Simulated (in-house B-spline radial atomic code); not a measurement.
The outermost shell (largest non-relativistic mean radius) with and without relativity; Dirac values are averaged over j. Computed with a radial B-spline atomic code at the basis-set limit: non-relativistic Hartree-Fock and Dirac-Hartree-Fock, averages of the configuration (point nuclei without relativity, finite nuclei with it).

```csv
ion,configuration,outermost shell,radius non-relativistic (bohr),radius Dirac (bohr),radius change (%),level non-relativistic (eV),level Dirac (eV),spin-orbit splitting (eV)
Zr,[Kr] 4d2 5s2,5s,4.0777,3.9791,-2.4201,-5.676,-5.859,-
Nb,[Kr] 4d4 5s1,5s,4.2068,4.0509,-3.7068,-5.306,-5.5929,-
Mo,[Kr] 4d5 5s1,5s,4.0787,3.9149,-4.0159,-5.454,-5.7701,-
Tc,[Kr] 4d5 5s2,5s,3.6498,3.5308,-3.2606,-6.394,-6.6786,-
Ru,[Kr] 4d7 5s1,5s,3.8772,3.6971,-4.6439,-5.698,-6.0737,-
Rh,[Kr] 4d8 5s1,5s,3.7952,3.6068,-4.9635,-5.803,-6.2079,-
Pd,[Kr] 4d10,4d,1.5331,1.5504,1.1312,-9.143,-8.928,0.5648
Ag,[Kr] 4d10 5s1,5s,3.6565,3.4512,-5.6152,-5.986,-6.4533,-
Cd,[Kr] 4d10 5s2,5s,3.2375,3.0888,-4.5928,-7.207,-7.6584,-
```
